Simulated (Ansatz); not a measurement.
The first iterations of a band of C$_{2}$H$_{5}$BrF$_{2}$Sn (11 atoms, charge 0, multiplicity 1).

These are results of Ansatz 0.2.0, RKS PBE-D4/def2-SVP, not measurements.

```
movable images  : 7
climbing image  : yes
spring          : 5.0 eV/Å²
optimiser       : quadratic models (default)
start path      : through a guess of the saddle point
force threshold : 0.05 eV/Å
iteration limit : 60
end points      : relaxed
```

Initial state:

```xyz
11
Properties=species:S:1:pos:R:3
F -1.323 1.975 0.294
C -1.625 0.702 -0.099
F -1.976 -0.027 1.013
Sn 0.167 -0.280 -0.971
C 1.420 -0.673 0.771
Br 2.164 0.996 1.472
H -2.513 0.746 -0.773
H -0.313 -1.775 -1.710
H 0.993 0.745 -2.085
H 0.805 -1.120 1.574
H 2.266 -1.344 0.535
```

Final state:

```xyz
11
Properties=species:S:1:pos:R:3
F -0.983 1.959 0.341
C -1.570 0.811 -0.136
F -2.216 0.193 0.896
Sn 0.068 -0.479 -0.903
C 1.582 -0.346 0.661
Br 1.015 -1.334 2.253
H -2.331 1.107 -0.896
H -0.436 -2.115 -1.111
H 0.674 0.196 -2.382
H 2.555 -0.759 0.339
H 1.708 0.711 0.960
```

| iteration | highest image above the first end (eV) | largest band force component (eV/Å) |
| --- | --- | --- |
| 1 | 3.711 | 11.161 |
| 2 | 0.433 | 3.324 |

Does the band converge within its limit, and where does its top end?

It converged. It ended after 7 iterations with the highest image 0.049 eV above the first end. A vibrational analysis at the climbing image gives one clearly imaginary mode, 45i cm⁻¹: a first-order saddle point.

The run took 110 s on 2 threads of Intel(R) Xeon(R) 6975P-C (Granite Rapids), on a shared host, peak memory 0.22 GiB.
